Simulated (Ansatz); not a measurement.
Reaction (formal hydrolysis of the Si–O bond): `O[Si](O)(O)[O][Al]([F])[Cl]` + H₂O → `O[Si](O)(O)O` + `[OH][Al]([F])[Cl]`

Calculated with Ansatz (gas phase, PBE0-D4/def2-TZVP geometries, no zero-point term in ΔE). CCSD(T)/CBS is the MP2 limit (def2-TZVPP, def2-QZVPP) plus CCSD(T) − MP2 in def2-TZVPP, frozen cores. This one scheme is used for every species. DFT in def2-TZVPP. B3LYP here is the variant with VWN-RPA as its local correlation; programs differ in this. HSE06 is defined as in plane-wave codes. Each species was taken in one conformer, which may not be the lowest.

`O[Si](O)(O)[O][Al]([F])[Cl]`:

Cartesian coordinates in Å:
```
O -0.039 1.118 1.701
Si -0.617 0.359 0.382
O -1.694 1.388 -0.287
O -1.245 -1.073 0.841
O 0.517 -0.023 -0.706
Al 1.781 -0.970 -1.238
F 1.951 -1.220 -2.845
Cl 3.182 -1.793 0.043
H -0.044 2.076 1.681
H -1.979 1.211 -1.184
H -1.813 -1.073 1.612
```

H₂O:

Cartesian coordinates in Å:
```
O 0.129 0.298 -0.215
H 0.075 -0.626 -0.470
H -0.204 0.328 0.685
```

`O[Si](O)(O)O`:

Cartesian coordinates in Å:
```
O -0.925 -1.263 0.459
Si 0.000 0.000 0.000
O 1.365 -0.634 -0.628
O 0.468 1.009 1.193
O -0.908 0.887 -1.023
H -0.466 -2.020 0.825
H 2.123 -0.050 -0.684
H -0.170 1.667 1.472
H -1.487 0.403 -1.613
```

`[OH][Al]([F])[Cl]`:

Z-matrix (Å, degrees):
```
Al
O 1 1.675
Cl 1 2.076 2 122.8
F 1 1.634 2 118.3 3 180.0
H 2 0.956 1 123.4 3 -0.0
```

```
             level  ΔE (kcal/mol)  difference from CCSD(T)/CBS
       LDA (SPW92)            2.8                         -3.0
            PBE-D4            4.0                         -1.8
         revPBE-D4            4.2                         -1.6
           BLYP-D4            4.9                         -0.9
         r2SCAN-D4            4.4                         -1.4
            B97M-V            4.8                         -1.0
           PBE0-D4            4.9                         -0.9
          B3LYP-D4            5.5                         -0.3
        r2SCANh-D4            4.7                         -1.1
        r2SCAN0-D4            5.0                         -0.8
          HSE06-D4            4.9                         -0.9
          BHLYP-D4            6.5                          0.7
           ωB97X-V            4.6                         -1.2
           ωB97M-V            4.6                         -1.2
               PBE            2.9                         -2.9
            revPBE            2.9                         -2.9
              BLYP            3.0                         -2.8
            r2SCAN            4.0                         -1.8
              PBE0            3.8                         -2.0
             B3LYP            3.7                         -2.1
           r2SCANh            4.2                         -1.6
           r2SCAN0            4.5                         -1.3
             HSE06            3.8                         -2.0
             BHLYP            4.6                         -1.2
         CAM-B3LYP            3.9                         -1.9
           LC-ωPBE            3.9                         -1.9
RPA@PBE/def2-TZVPP            5.4                         -0.4
       HF/def2-SVP            7.2                          1.4
      MP2/def2-SVP            5.8                          0.0
     CCSD/def2-SVP            6.4                          0.6
     HF/def2-TZVPP            5.7                         -0.1
    MP2/def2-TZVPP            5.1                         -0.7
SCS-MP2/def2-TZVPP            5.1                         -0.7
   CCSD/def2-TZVPP            5.4                         -0.4
CCSD(T)/def2-TZVPP            5.3                         -0.5
     HF/def2-QZVPP            6.1                          0.3
    MP2/def2-QZVPP            5.5                         -0.3
SCS-MP2/def2-QZVPP            5.5                         -0.3
      HF/CBS(def2)            6.2                          0.4
     MP2/CBS(def2)            5.5                         -0.3
       CCSD(T)/CBS            5.8                            0
```

Largest T1 diagnostic among the species: 0.011.

From PBE to PBE0 (25 % exact exchange), in def2-TZVPP and without D4, ΔE moves by +0.9 kcal/mol. The D4 term adds +1.7 kcal/mol with B3LYP and +1.1 kcal/mol with PBE0; it sums over pairs of atoms, weighted by their polarisabilities, and B3LYP, whose exchange is more repulsive, gets the larger term. Leaving LDA and LC-ωPBE aside and taking each functional with its dispersion term where it has one, the values spread over 2.4 kcal/mol, from PBE-D4 to BHLYP-D4.
